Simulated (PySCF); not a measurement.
C4H7BO2S: core ionisation energies

Species: C₄H₇BO₂S.
SMILES with atom numbers: `[CH3:1][S:2][B@H-:3]1[O:4][CH:5]=[CH:6][CH:7]=[O+:8]1`

Geometry (PBE0-D3(BJ)/def2-SVP, Å), atoms numbered from 1 in this order:
```xyz
15
C4H7BO2S angstrom
C      2.8451   -0.5987   -0.0224
S      1.1789   -1.1391    0.4457
B      0.1536   -0.0828   -0.7214
O     -1.1521   -0.8165   -0.9555
C     -2.1612   -0.6268   -0.2032
C     -2.2551    0.4130    0.7163
C     -1.2465    1.3729    0.6690
O     -0.2068    1.2563   -0.0492
H      3.0202   -0.7597   -1.0958
H      3.5639   -1.2004    0.5501
H      3.0084    0.4620    0.2159
H      0.6926    0.1640   -1.7767
H     -2.9982   -1.3220   -0.3620
H     -3.1410    0.5461    1.3339
H     -1.3283    2.3112    1.2374
```

Computed with PySCF 2.14.0, delta-SCF UKS SCAN, pcX-2 on the ionised atom, pcseg-1 elsewhere, spin-free X2C. These are vertical core ionisation energies against the vacuum level, from separate self-consistent calculations with and without the core hole.

Q: What binding energy does each computed site have?

A: 
```csv
atom(s),bonded to,level,binding energy (eV),above the level's lowest (eV),count
B3,"2 O, S and H",B 1s,196.59,0.00,1
C1,S and 3 H,C 1s,290.69,0.00,1
C6,2 C and H,C 1s,290.86,+0.17,1
O4/O8,C and B,O 1s,539.17,0.00,2
S2,C and B,S 1s,2475.67,0.00,1
```

The 2 C 1s values lie within 0.17 eV of each other; Gaussian lines of 0.5 eV full width would blend them into one maximum.

Q: Express the binding energy of C 1s of C6 in atomic units and per mole.

A: 290.86 eV = 10.6889 Eh = 28064 kJ/mol.

Topologically equivalent atoms share the value of their first member; where this conformer doesn't relate them by symmetry, their own values could differ. The list is incomplete; no value stands for C 1s of C5, C7 (hole states with ⟨S²⟩ of 1 or more are left out). Spin contamination (⟨S²⟩ against 0.75 for a pure doublet) is marked for O 1s of O4/O8 (0.87) and C 1s of C6 (0.87), which makes these values less certain. Geometry: PBE0-D3(BJ)/def2-SVP, one conformer, isolated molecule.

Time: 3.7 min wall; peak memory 0.61 GiB. Hardware: Intel Xeon at 2.50 GHz, one thread, shared host with 64 logical CPUs at a one-minute load of 63.
